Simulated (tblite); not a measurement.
C3H7O3S (charge -1).
Atom-mapped SMILES: `[CH3:1][CH2:2][O:3][CH2:4][S@@:5](=[O:6])[O-:7]` (hydrogens: H8, H9, H10 on C1; H11, H12 on C2; H13, H14 on C4)

Geometry (GFN2-xTB, Å), atoms numbered from 1 in this order:
```
atom  x, y, z in Å
C1     2.1698    0.4794   -0.3839
C2     0.7897    0.2755    0.2241
O3     0.2666   -0.9581   -0.2285
C4    -1.1266   -1.0582   -0.0155
S5    -2.2172    0.2205   -0.9995
O6    -3.5582   -0.3835   -0.7573
O7    -2.0100    1.4760   -0.2111
H8     2.6010    1.4108   -0.0234
H9     2.8249   -0.3476   -0.1152
H10    2.0902    0.5175   -1.4674
H11    0.8613    0.2579    1.3273
H12    0.1158    1.0926   -0.0581
H13   -1.3809   -0.9372    1.0460
H14   -1.4270   -2.0462   -0.3645
```

Method: GFN2-xTB as coded in tblite; computed harmonic values from a numerical Hessian at the method's own geometry, unscaled. Against measured fundamentals such values can be off by several per cent, at times by over 20. One conformer, not necessarily the lowest.

Harmonic wavenumbers (cm⁻¹): 39.2, 54.8, 141.3, 181.7, 217.1, 245.8, 285.5, 331.7, 453.8, 491.6, 628.6, 779.4, 831.8, 892.6, 1014.3, 1048.4, 1072.1, 1096.9, 1112.1, 1152.7, 1188.7, 1207.4, 1263.4, 1354.6, 1392.0, 1432.0, 1485.2, 1491.8, 1504.9, 2798.4, 2867.8, 2921.9, 2982.8, 3016.8, 3023.3, 3040.2.

A = 5112, B = 1195, C = 1047 MHz; mass 123.012 u (most abundant isotopes); point group C1, symmetry number 1.

Question: What is the zero-point energy?

Answer: ½Σν̃ = 22521 cm⁻¹ = 64.39 kcal/mol.

Question: Give the ideal-gas entropy at 350 K and 1 bar in the rigid-rotor, harmonic-oscillator model (classical rotation).

Answer: Translation 41.16, rotation 28.79, vibration 28.52: S = 98.5 cal/(mol K).

Question: And Cp and H(350 K) − H(0)?

Answer: Cp = 34.42 cal/(mol K), of which vibrations give 26.48 (their classical limit is 36 R = 71.5); H(350 K) − H(0) = 7.75 kcal/mol without the zero-point energy, 4.97 from vibrations.

Question: Which modes carry the vibrational entropy at 350 K?

Answer: 39.2 cm⁻¹: 5.62; 54.8 cm⁻¹: 4.95; 141.3 cm⁻¹: 3.09; 181.7 cm⁻¹: 2.61; 217.1 cm⁻¹: 2.28; 245.8 cm⁻¹: 2.05 cal/(mol K); the other 30 give 7.91 together.

Question: What must be added to the electronic energy to get the Gibbs energy at 350 K and 1 bar?

Answer: ZPE + [H(350 K) − H(0)] − T·S = 64.39 + 7.75 − 34.46 = 37.68 kcal/mol.

Hindered rotation and anharmonicity are outside this model. Other conformers, if any are populated, would add a mixing term that is left out. The structure is chiral; the term R ln 2 for an equal mix with its mirror image is left out.
